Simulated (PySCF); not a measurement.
Species: C2H5BO2.
SMILES: `B1OCCO1`

Theory: EOM-IP-CCSD/aug-cc-pVDZ in PySCF, restricted Hartree–Fock reference, 5 core orbitals frozen, non-relativistic, gas phase, PBE0-D3(BJ)/def2-SVP geometry.

Hartree–Fock orbital energies give these Koopmans values (eV): HOMO 11.85, HOMO-1 13.53, HOMO-2 14.16, HOMO-3 14.21, HOMO-4 14.61, HOMO-5 16.11, HOMO-6 16.87, HOMO-7 18.80.

Question: What vertical ionisation energies does EOM-IP-CCSD give?

Answer: 
```
leading hole (HF orbital)  Koopmans (eV)  EOM-IP-CCSD (eV)  change (eV)  one-hole share
                     HOMO          11.85             10.48        -1.37            0.95
                   HOMO-1          13.53             12.21        -1.32            0.96
                   HOMO-4          14.61             12.47        -2.14            0.95
                   HOMO-2          14.16             12.71        -1.45            0.95
                   HOMO-3          14.21             13.42        -0.79            0.96
                   HOMO-5          16.11             14.65        -1.46            0.95
                   HOMO-6          16.87             15.55        -1.32            0.95
                   HOMO-7          18.80             17.13        -1.67            0.94
```

Question: Does the order of the lines follow the orbital energies?

Answer: No: the HOMO-4 hole (12.47 eV) falls below the HOMO-2 hole (12.71 eV); the HOMO-4 hole (12.47 eV) falls below the HOMO-3 hole (13.42 eV). The corrections run from -2.14 to -0.79 eV, with a mean of -1.44 eV over the 8 lines; no line lies above its Koopmans value.

Question: At what kinetic energies would He I light (21.22 eV) eject these electrons?

Answer: 10.74 eV (HOMO), 9.01 eV (HOMO-1), 8.75 eV (HOMO-4), 8.51 eV (HOMO-2), 7.80 eV (HOMO-3), 6.57 eV (HOMO-5), 5.67 eV (HOMO-6), 4.09 eV (HOMO-7).

One root was sought for each valence orbital with −ε under 21 eV, eight at most, so deeper holes and satellites are missing; no vibrational structure.
